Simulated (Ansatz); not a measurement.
Species: HBOF, charge 1, singlet. HBOF+ (SMILES [OH+]=BF).
B3LYP-D3(BJ)/def2-TZVP minimum from Ansatz (an electronic-structure program):
```xyz
4

F     -1.2127     0.2744    -0.2794
B     -0.0313    -0.0029    -0.0216
O      1.1394    -0.2201     0.3170
H      1.9559    -0.6944     0.0867
```
Charge +1, spin multiplicity 1.

Hartree-Fock and CCSD(T) correlation energies in hartree (Ansatz). Open shells are spin-unrestricted; no spin-orbit coupling. Cores are frozen in correlated methods. No relativity.

```json
[
 {"basis": "cc-pVTZ", "X": "3", "E(HF)": "-199.43400", "E(corr, CCSD(T))": "-0.57748"},
 {"basis": "cc-pVQZ", "X": "4", "E(HF)": "-199.45034", "E(corr, CCSD(T))": "-0.62212"},
 {"basis": "cc-pV5Z", "X": "5", "E(HF)": "-199.45437", "E(corr, CCSD(T))": "withheld"}
]
```

### Question
Fit E(corr) = E∞ + A/X³ to X = 3 and 4, predict X = 5, and compare with the run.

### Answer
A = (-0.57748 - (-0.62212))/(1/27 - 1/64) = 2.0848; E∞ = -0.62212 - A/64 = -0.65470; at X = 5, E∞ + A/125 = -0.63802. The run gave -0.63789, 0.13 mEh above the prediction. The same form on X = 4 and 5 gives E∞ = -0.65444, 0.26 mEh above the first estimate.
